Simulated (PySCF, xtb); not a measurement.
C₃H₅NOSi, SMILES O[Si@@H]1C=CC=N1. One conformer was computed; it need not be the lowest.

Harmonic wavenumbers (cm⁻¹) from xtb with GFN2-xTB at its own minimum, in rising order: 127, 154, 207, 361, 414, 485, 553, 647, 658, 738, 760, 818, 847, 900, 914, 933, 997, 1086, 1248, 1294, 1558, 1642, 2388, 3006, 3071, 3112, 3662.

Problem. What does PBE-D3(BJ)/def2-SVP run with PySCF give at its own minimum? (The exact figures need the calculation; the answer reports its results.)

Solution. 135, 172, 282, 393, 441, 486, 617, 683, 703, 705, 775, 829, 866, 899, 922, 935, 975, 1040, 1255, 1313, 1529, 1623, 2214, 2975, 3086, 3150, 3764. Paired by order, the mean absolute difference is 33 cm⁻¹ and the zero-point energies are 46.6 and 46.8 kcal/mol.
